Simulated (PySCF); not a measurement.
Compound: C₃H₅NSe.
SMILES: `N#CCC[SeH]`

A linear-response calculation (PySCF, def2-SVPD basis, gas phase, vertical, core orbitals frozen in the response) gave these numbers; the functional is withheld.

Orbital energies (eV): HOMO-3 -9.70, HOMO-2 -9.33, HOMO-1 -9.26, HOMO -6.90, LUMO -1.01, LUMO+1 -0.38, LUMO+2 0.35.

```tsv
state	E (eV)	f	main configurations (H = HOMO, L = LUMO)
S1	4.71	0.0034	H→L (98%)
S2	5.51	0.029	H→L+1 (99%)
S3	6.47	0.0096	H→L+2 (89%)
S4	6.52	0.027	H→L+3 (76%), H→L+5 (12%)
S5	6.60	0.011	H→L+4 (87%)
S6	6.73	0.029	H→L+5 (79%), H→L+3 (12%)
```

Triplets, Tamm–Dancoff:

```json
{"state": "T1", "E (eV)": "4.30", "λ (nm)": "288.2", "main configurations (H = HOMO, L = LUMO)": "H→L (94%)"}
{"state": "T2", "E (eV)": "5.05", "λ (nm)": "245.8", "main configurations (H = HOMO, L = LUMO)": "H→L+1 (95%)"}
{"state": "T3", "E (eV)": "6.20", "λ (nm)": "199.9", "main configurations (H = HOMO, L = LUMO)": "H-1→L (24%), H-2→L+2 (20%)"}
{"state": "T4", "E (eV)": "6.28", "λ (nm)": "197.3", "main configurations (H = HOMO, L = LUMO)": "H→L+3 (46%), H→L+4 (13%), H→L+6 (10%)"}
```

Vertical ionisation energy by ΔSCF with the same functional: 9.46 eV. Mean static polarisability: 70.0 au.

Question: Which of these was used?
A. wB97X-D
B. PBE
C. HF
D. B3LYP

Answer: D. B3LYP is a global hybrid with 20% exact exchange. In this run −ε(HOMO) = 6.90 eV differs from the ΔSCF value by -2.56 eV, and S1 differs from the orbital gap of 5.89 eV by -1.18 eV. The ratio −ε(HOMO)/IP is 0.73. Small neutral molecules mostly give 0.67 to 0.83 with B3LYP, 0.5 to 0.7 with PBE, 0.89 to 0.99 with wB97X-D; Hartree–Fock can't fall below 1, since the ion's relaxation only lowers the ΔSCF value. The other options: PBE, a GGA without exact exchange; HF, time-dependent Hartree–Fock, 100% exact exchange; wB97X-D, range-separated, 22% exact exchange at short range and 100% at long range (ω = 0.2 bohr⁻¹).

Computed with TDDFT B3LYP/def2-SVPD, vertical, gas phase, core orbitals frozen in the response (PySCF 2.14.0, density-fitted response routines). Geometry: PBE0-D3(BJ)/def2-SVP, one conformer, isolated molecule. The B3LYP/def2-SVPD calculation is non-relativistic and has no spin–orbit coupling, an omission that weighs most on selenium.

Time: 26 s of wall time. Hardware: an x86-64 server with one thread, no GPU (shared host).

Shape of the structure used: `[N:1]#[C:2][CH2:3][CH2:4][SeH:5]`: C2–C3–C4–Se5 -177°, H–Se5–C4–C3 -68°.
